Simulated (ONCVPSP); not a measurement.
**What the settings do to the ONCV potential of Nb (Z = 41)**

Base potential:

Nb, optimised norm-conserving Vanderbilt (ONCV), made with ONCVPSP 4.0.1 (Wu-Cohen, non-relativistic). Core [Ar] 3d10, reference 4s2 4p6 4d4 5s1. Waves: 4s+5s: rc 2.10 bohr, ncon 4, nbas 7, qcut 4.5 1/bohr, 2 projectors; 4p: rc 1.70 bohr, ncon 5, nbas 8, qcut 9.3 1/bohr, 2 projectors, debl 1.5 Ha; 4d: rc 2.30 bohr, ncon 4, nbas 8, qcut 7.6 1/bohr, 2 projectors, debl 2 Ha. Local part: polynomial inside 1.55 bohr (lpopt 5, dvloc0 0 Ha). Core correction: Teter function, fcfact 5.25, rcfact 1.4.

All-electron outer shells of the reference configuration (Wu-Cohen, non-relativistic, ld1.x):

| shell | level (eV) | outermost node (bohr) | outermost maximum (bohr) |
| --- | --- | --- | --- |
| 3d | -199.47 | – | 0.33 |
| 4s | -55.35 | 0.55 | 1.05 |
| 4p | -33.90 | 0.55 | 1.13 |
| 5s | -3.74 | 1.44 | 3.15 |
| 4d | -3.24 | 0.55 | 1.49 |

Cutoffs, loose and tight: the cutoffs (Ha) at which the residual kinetic energy of the hardest occupied pseudo-wave falls to 1 and 0.1 mHa per electron. They do not see the model core or the augmentation charge, which bear on the density cutoff. Test errors are all-electron minus pseudo excitation energies from the reference, over the configurations 4s2 4p6 4d4 5s0; 4s2 4p6 4d3 5s0; 4s2 4p6 4d2 5s0; 4s2 4p6 4d4 5s0 5p1. A dash means not determined; rows that change the core or the reference have their own tests. The largest error is taken over the tests solved by every variant that gives reliable tests at all: 4s2 4p6 4d3 5s0; 4s2 4p6 4d4 5s0; 4s2 4p6 4d4 5s0 5p1.

| change | outcome | cutoff, loose | cutoff, tight | bound ghosts | GHOST(+) flags above zero | largest test error (meV) |
| --- | --- | --- | --- | --- | --- | --- |
| base | generated | 28 Ha | 34 Ha | none | none | -1.5 |
| all radii but the core radius scaled by about 0.82 (s 1.72, p 1.40, d 1.90 bohr); local potential polynomial inside 1.28 bohr (lpopt 5, dvloc0 0 Ha) | generated | 32 Ha | 42 Ha | none | s | -1.1 |
| all radii but the core radius scaled by about 0.88 (s 1.84, p 1.48, d 2.02 bohr); local potential polynomial inside 1.36 bohr (lpopt 5, dvloc0 0 Ha) | generated | 32 Ha | 38 Ha | none | s | -1.3 |
| all radii but the core radius scaled by about 1.32 (s 2.78, p 2.24, d 3.04 bohr); local potential polynomial inside 2.04 bohr (lpopt 5, dvloc0 0 Ha) | generated | 17 Ha | 23 Ha | none | none | +7.0 |

Task: What comes out with this change to the base: all radii but the core radius scaled by about 1.08 (s 2.26, p 1.82, d 2.48 bohr); local potential polynomial inside 1.66 bohr (lpopt 5, dvloc0 0 Ha)?

Result: outcome: generated; cutoff, loose: 27 Ha; cutoff, tight: 32 Ha; bound ghosts: none; GHOST(+) flags above zero: none; largest test error (meV): -1.5.

Task: What comes out with this change to the base: all radii but the core radius scaled by about 1.20 (s 2.52, p 2.04, d 2.76 bohr); local potential polynomial inside 1.86 bohr (lpopt 5, dvloc0 0 Ha)?

Result: outcome: generated; cutoff, loose: 23 Ha; cutoff, tight: 29 Ha; bound ghosts: none; GHOST(+) flags above zero: none; largest test error (meV): +2.4.

Reading the sweep of the scale of all radii but the core radius (base = 1) (base included, trends over the rows without a ghost): The loose cutoff falls from 32 Ha at 0.82 to 17 Ha at 1.32. A larger radius leaves more room for a smooth pseudo-wave, so fewer plane waves are needed; a smaller one forces it to follow the all-electron wave where it bends sharply.
